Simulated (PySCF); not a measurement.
Dimer: HCl (SMILES Cl) (first 2 atoms) with H4OSi (SMILES O[SiH3]); geometry from B3LYP-D3(BJ)/def2-TZVP, rigid monomers moved along the line of their centres of mass till H2···H8 is 2.28 Å.
(charge 0, multiplicity 1):
```xyz
8

Cl    -0.82229     0.45500    -0.43239
H     -0.72558    -0.38574     0.53625
O      0.39234    -0.29421     5.13698
Si     0.15711     0.22447     3.58918
H      1.12943    -0.88021     5.32401
H      1.37474     0.84560     3.01853
H     -0.95511     1.18935     3.63878
H     -0.22132    -0.91057     2.69904
```

Counterpoise-corrected where a basis set is named; no monomer relaxation. Rows marked so take none.

Rows in 3-21G, 6-31G*, LANL2DZ carry no dispersion term and start afresh at each structure (6-31G* with six Cartesian d functions). LANL2DZ brings its own core potentials from Na on.

The values were computed with PySCF for 3-21G rows, 6-31G* rows, LANL2DZ rows. Each number belongs to the level named beside it.

Q: Estimate the interaction energy that B3LYP/3-21G (no counterpoise) returns for this input.

A: -54 meV

Q: Predict the interaction energy from HF/6-31G*.

A: 14 meV

Q: What interaction energy does B3LYP/LANL2DZ (no counterpoise) give?

A: -23 meV
